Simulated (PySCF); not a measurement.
C3H6AlF3, SMILES F[C]([Al]([CH3])[CH3])(F)F. Coordinates come from a ωB97X-D3(BJ)/def2-SVP optimisation.

Computed equilibrium geometry at ωB97X-D3(BJ)/def2-SVP (PySCF confirms it by a frequency run) as a Z-matrix:
```
Al
C 1 1.9454
H 2 1.1016 1 113.76
H 2 1.1035 3 108.26 1 124.25
H 2 1.1052 3 107.46 4 114.12
C 1 1.9454 2 128.90 3 -10.76
H 6 1.1016 1 113.74 2 4.55
H 6 1.1039 7 108.05 1 -123.77
H 6 1.1048 7 107.70 8 -114.07
C 1 2.0219 2 115.48 3 172.72
F 10 1.3564 1 114.22 2 -153.55
F 10 1.3566 11 106.06 1 -126.63
F 10 1.3652 11 105.99 12 -112.38
```
Charge 0, spin multiplicity 1.
